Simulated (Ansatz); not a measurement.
C4H10AlClO (SMILES CC[O][Al]([Cl])[CH2]C), singlet, at a GFN2-xTB geometry (such geometries of metal compounds can be far from the true shape); Ansatz (a first-principles code) with CASSCF(2,2)/STO-3G.

Input for Ansatz:
Ansatz 0.2 input:
```yaml
crystal:
  periodic: [false, false, false]
  atoms:
    - {symbol: Al, position_ang: [-0.01091042, 0.35964579, -0.12385996]}
    - {symbol: Cl, position_ang: [0.59338131, 2.29661528, -0.28657549]}
    - {symbol: C, position_ang: [-1.23141181, -0.51942605, -1.46059538]}
    - {symbol: C, position_ang: [-1.60880691, 0.37200821, -2.64579918]}
    - {symbol: H, position_ang: [-2.14284677, -0.85059558, -0.94985622]}
    - {symbol: H, position_ang: [-0.76124550, -1.43875112, -1.82724158]}
    - {symbol: H, position_ang: [-0.72415790, 0.66617032, -3.20698899]}
    - {symbol: H, position_ang: [-2.10157644, 1.28093914, -2.30612602]}
    - {symbol: H, position_ang: [-2.28535887, -0.14931960, -3.32400883]}
    - {symbol: O, position_ang: [0.51907220, -0.51818786, 1.16893131]}
    - {symbol: C, position_ang: [0.84910484, -1.46306822, 2.14366023]}
    - {symbol: C, position_ang: [0.43277614, -2.86440677, 1.71718136]}
    - {symbol: H, position_ang: [1.93229217, -1.43005314, 2.31205308]}
    - {symbol: H, position_ang: [0.34467995, -1.19236912, 3.07895065]}
    - {symbol: H, position_ang: [0.93682052, -3.13196371, 0.79137374]}
    - {symbol: H, position_ang: [0.69413534, -3.58414167, 2.48835639]}
    - {symbol: H, position_ang: [-0.64094080, -2.89291068, 1.54731759]}
basis:
  gaussian:
    orbitals: STO-3G
hamiltonian:
  xc: hf
magnetization: {spin_polarized: false}
correlation: {active_space: {window: {electrons: 2, orbitals: 2}}}
```

Problem. Predict the main parts of the log of this Ansatz run.

Solution. 
```
Functional definition: HF
691 factors; integrals over basis functions are off by at most 4.7e-5 eV
mean field evaluation 1: about -25113.8907 eV, gradient 2.8e1 eV
mean field evaluation 2: about -25114.1887 eV, gradient 2.8e1 eV
mean field evaluation 4: about -25117.1652 eV, gradient 1.9e0 eV
mean field evaluation 8: about -25117.1810 eV, gradient 3.8e-4 eV
mean field -25117.18099157 eV, -923.0393764035 hartree, gradient 8.9e-7 eV, S^2 0.000000; 0 other end points of the search recorded, 0 dependent functions left out
reference -25117.18099157 eV, -923.0393764035 hartree; 36, 36 occupied and 17, 17 virtual orbitals, 691 factors
state -25117.58248209 eV, -923.0541309081 hartree
Total energy: -25117.58248209 eV, -923.0541309081 hartree
```
